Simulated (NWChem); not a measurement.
CH₃ClMg; SMILES [CH3][Mg][Cl]

```xyz
6

Mg    -0.0627    -0.2919     0.0001
Cl     0.3669     1.8901    -0.0004
C     -0.4660    -2.3417     0.0006
H      0.1723    -2.8800    -0.7313
H     -1.5243    -2.5468    -0.2657
H     -0.2801    -2.7909     0.9989
```
Atoms are numbered in this order, from 1.

Geometry: optimised at PBE-D3(BJ)/def2-SVP.

 Unshifted, non-relativistic core excitations; the lowest 4 roots alone, so stronger bands may lie above.

Problem. List the first Cl K-edge excitations from PBE/def2-TZVP, restricted-window TDA (NWChem).

Solution. 
```json
[
 {"state": "S1", "energy (eV)": "2736.0", "dipole oscillator strength": "0.0007", "leading excitation (squared amplitude)": "1s of atom 2 or its equivalents → LUMO (1.00)"},
 {"state": "S2", "energy (eV)": "2737.1", "dipole oscillator strength": "0.0006", "leading excitation (squared amplitude)": "1s of atom 2 or its equivalents → LUMO+1 (1.00)"},
 {"state": "S3", "energy (eV)": "2737.1", "dipole oscillator strength": "0.0006", "leading excitation (squared amplitude)": "1s of atom 2 or its equivalents → LUMO+2 (1.00)"},
 {"state": "S4", "energy (eV)": "2738.7", "dipole oscillator strength": "0.0002", "leading excitation (squared amplitude)": "1s of atom 2 or its equivalents → LUMO+3 (1.00)"}
]
```
